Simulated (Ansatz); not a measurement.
[Sm(H2O)6]3+ (SmO6H12³⁺), 19 atoms. Hardware: 4 threads of Intel Xeon on a shared host.

In the def2 sets Sm takes a core potential; there is no spin–orbit coupling. Correlated methods freeze 10 core orbitals; core or outer-core shells of Sm are correlated, in sets that lack core-valence functions. With an open 4f shell the SCF may have ended on a state above the lowest.

Question: How many basis functions does each of these Ansatz runs have, and roughly what does it cost? PBE0-D4/def2-SVP, charge 3 sextet, energy with a search over starts; PBE0-D4/def2-SVP, charge 3 sextet, energy, from earlier orbitals; BHLYP-D4/def2-TZVP, charge 3 sextet, energy and forces, from earlier orbitals; PBE0-D4/def2-SVP, charge 2 septet at the geometry of the charge 3 sextet, energy with a search over starts; r2SCAN-D4/def2-TZVP, charge 3 sextet, energy and forces, from earlier orbitals; PBE0-D4/def2-TZVP, charge 2 septet at the geometry of the charge 3 sextet, energy, from earlier orbitals; PBE0-D4/def2-TZVP, charge 3 sextet, energy, from earlier orbitals; ωB97M-V/def2-TZVP, charge 3 sextet, energy, from earlier orbitals; PBE-D4/def2-SVP, charge 3 sextet, energy, from earlier orbitals; PBE-D4/def2-TZVP, charge 2 septet at the geometry of the charge 3 sextet, energy, from earlier orbitals; MP2/def2-SVP, charge 3 sextet, energy, from earlier orbitals; PBE-D4/def2-TZVP, charge 3 sextet, energy, from earlier orbitals.

Answer: Other jobs shared the machine, so times can vary by a factor of up to 3.

```tsv
run	functions	fitting or Cholesky vectors	wall time	peak host memory (GiB)
PBE-D4/def2-SVP, charge 3 sextet, energy, from earlier orbitals	221	2239	33 s	0.98
PBE-D4/def2-TZVP, charge 3 sextet, energy, from earlier orbitals	350	2211	40 s	1.8
PBE0-D4/def2-SVP, charge 3 sextet, energy, from earlier orbitals	221	2051	41 s	1.1
PBE-D4/def2-TZVP, charge 2 septet at the geometry of the charge 3 sextet, energy, from earlier orbitals	350	2211	73 s	1.8
MP2/def2-SVP, charge 3 sextet, energy, from earlier orbitals	221	2051	84 s	1.2
PBE0-D4/def2-TZVP, charge 2 septet at the geometry of the charge 3 sextet, energy, from earlier orbitals	350	2356	1.7 min	3.1
PBE0-D4/def2-SVP, charge 2 septet at the geometry of the charge 3 sextet, energy with a search over starts	221	2051	1.8 min	1.2
PBE0-D4/def2-TZVP, charge 3 sextet, energy, from earlier orbitals	350	2356	1.9 min	2.9
PBE0-D4/def2-SVP, charge 3 sextet, energy with a search over starts	221	2051	2.4 min	1.3
r2SCAN-D4/def2-TZVP, charge 3 sextet, energy and forces, from earlier orbitals	350	2211	3 min	2
BHLYP-D4/def2-TZVP, charge 3 sextet, energy and forces, from earlier orbitals	350	2602	5.7 min	3.3
ωB97M-V/def2-TZVP, charge 3 sextet, energy, from earlier orbitals	350	2299	15 min	3
```
